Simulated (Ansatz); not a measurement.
Consider the ligand exchange at the Si–C bond: `[SiH3]CCSS` + `OC(F)[SiH3]` → `FC([SiH3])O[SiH3]` + `CCSS`.

Isolated molecules relaxed with PBE0-D4/def2-TZVP in Ansatz; ΔE leaves out vibrations. CCSD(T)/CBS adds triple-zeta CCSD(T) − MP2 to the extrapolated MP2 energy (def2 sets, frozen cores). Functionals use def2-TZVPP. B3LYP here is the variant with VWN-RPA as its local correlation; programs differ in this. Each species was taken in one conformer, which may not be the lowest.

`[SiH3]CCSS`:

```xyz
13

Si   -0.025    1.526    1.008
C     0.873    0.018    0.317
C     0.013   -1.226    0.189
S    -1.555   -0.975   -0.687
S    -0.986   -0.232   -2.498
H     0.989    2.482    1.532
H    -0.829    2.227   -0.024
H    -0.916    1.119    2.129
H     1.731   -0.204    0.961
H     1.284    0.285   -0.661
H     0.553   -2.050   -0.283
H    -0.323   -1.574    1.173
H    -0.809   -1.396   -3.156
```

`OC(F)[SiH3]`:

Cartesian coordinates in Å:
```
O -1.117 -1.144 0.315
C -0.421 0.013 0.588
F -1.296 1.103 0.614
Si 0.872 0.298 -0.792
H -1.666 -1.376 1.071
H 0.032 -0.010 1.589
H 0.179 0.323 -2.102
H 1.548 1.594 -0.535
H 1.868 -0.802 -0.748
```

`FC([SiH3])O[SiH3]`:

Cartesian coordinates in Å:
```
F 0.971 1.018 1.003
C 0.494 -0.129 0.371
Si 1.836 -0.784 -0.825
O -0.644 0.180 -0.345
Si -2.046 0.741 0.351
H 0.262 -0.832 1.185
H 1.335 -2.035 -1.448
H 3.071 -1.068 -0.051
H 2.091 0.249 -1.857
H -1.976 2.197 0.619
H -3.119 0.455 -0.628
H -2.275 0.008 1.625
```

`CCSS`:

Cartesian coordinates in Å:
```
C 0.284 1.060 0.195
C -0.825 0.208 -0.377
S -0.952 -1.444 0.357
S 0.747 -2.373 -0.276
H 0.284 2.050 -0.270
H 0.169 1.185 1.273
H 1.258 0.604 0.004
H -1.809 0.644 -0.175
H -0.733 0.095 -1.459
H 1.578 -2.029 0.728
```

CCSD(T)/CBS gives -21.9 kcal/mol.

(1) Another level gave -22.0 kcal/mol. Which?
A. PBE/def2-TZVPP
B. PBE-D4/def2-TZVPP
C. B3LYP/def2-TZVPP
D. CCSD(T)/def2-TZVPP

Largest T1 diagnostic among the species: 0.012.

## Answers

(1) D. CCSD(T)/def2-TZVPP -22.0, B3LYP -24.0, PBE-D4 -18.7, PBE -19.7 kcal/mol.

From PBE to PBE0 (25 % exact exchange), in def2-TZVPP and without D4, ΔE moves by −0.8 kcal/mol. In def2-TZVPP, CCSD(T) changes the Hartree–Fock value by +5.8 kcal/mol (the triples alone add +0.8 kcal/mol) and MP2 by +5.7 kcal/mol.
